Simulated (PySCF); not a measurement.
C5H14OSi2, SMILES CC(C)[SiH2][SiH2]C(=O)C (GFN2-xTB optimised geometry):

```
22

C      3.698     1.151    -3.034
C      2.877     0.730    -1.847
O      3.374     0.224    -0.864
Si     0.974     1.014    -1.878
Si     0.192    -0.088     0.000
C     -1.726    -0.088     0.000
C     -2.281     1.333     0.000
C     -2.285    -0.870    -1.184
H      3.522     2.206    -3.229
H      3.362     0.593    -3.905
H      4.759     0.973    -2.869
H      0.528     0.572    -3.211
H      0.817     2.477    -1.928
H      0.617     0.560     1.250
H      0.622    -1.492     0.059
H     -2.071    -0.579     0.915
H     -3.370     1.324     0.048
H     -1.989     1.859    -0.908
H     -1.911     1.895     0.855
H     -3.374    -0.899    -1.149
H     -1.991    -0.405    -2.124
H     -1.919    -1.895    -1.179
```

Calculation: PBE0/def2-SVP (PySCF 2.14.0).

Task: What are the frontier orbital energies and the dipole moment?

Result: HOMO-2 -8.64 eV, HOMO-1 -7.94 eV, HOMO -6.69 eV, LUMO -0.94 eV, LUMO+1 -0.08 eV; dipole moment 2.29 D.

Meta-Löwdin charges at PBE0/def2-SVP: C1 -0.34, C2 0.19, O3 -0.38, Si4 0.27, Si5 0.37, C6 -0.25, C7 -0.30, C8 -0.30, H9 0.12, H10 0.12, H11 0.12, H12 -0.08, H13 -0.07, H14 -0.08, H15 -0.08, H16 0.10, H17 0.10, H18 0.09, H19 0.10, H20 0.10, H21 0.09, H22 0.10.
